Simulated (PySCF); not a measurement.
## Worked example for `O=C(O)[C@]12C[C@H]1C2` (C5H6O2): proton affinity at atom O1

Non-hydrogen atoms are numbered in `[O:1]=[C:2]([OH:3])[C@:4]12[CH2:5][C@H:6]1[CH2:7]2`.

Level of theory: PBE0-D3(BJ)/def2-TZVP single points in PySCF, grid level 2; every species was optimised with GFN2-xTB. Zero-point and thermal terms (298.15 K, 1 bar) come from unscaled GFN2-xTB harmonic frequencies, with soft modes damped to free rotors in the entropy.

Step: `OC(=[OH+])[C@]12C[C@H]1C2` → `O=C(O)[C@]12C[C@H]1C2` + H⁺.

| species | charge | multiplicity | E / Eh |
| --- | --- | --- | --- |
| `OC(=[OH+])[C@]12C[C@H]1C2` | 1 | 1 | -344.623472 |
| `O=C(O)[C@]12C[C@H]1C2` | 0 | 1 | -344.290034 |

Thermal terms, products less reactant: Δ(H − E) = -21.98 kJ/mol, Δ(G − E) = -53.65 kJ/mol (the bare proton has no electronic energy, H = 5/2 RT). 1 Eh = 2625.50 kJ/mol.

Question: What are ΔE, ΔH and ΔG of this step?

Answer: ΔE = 0.333438 Eh = 875.44 kJ/mol; ΔH = 853.5 kJ/mol; ΔG = 821.8 kJ/mol, all in the gas phase at 298.15 K and 1 bar. The digits show the arithmetic; the method itself can be off by 10 kJ/mol or more.

Known limits: O3 is not listed: the run failed or kept an imaginary mode, or the ion rearranged or equalled another; a site not listed may be the best one.
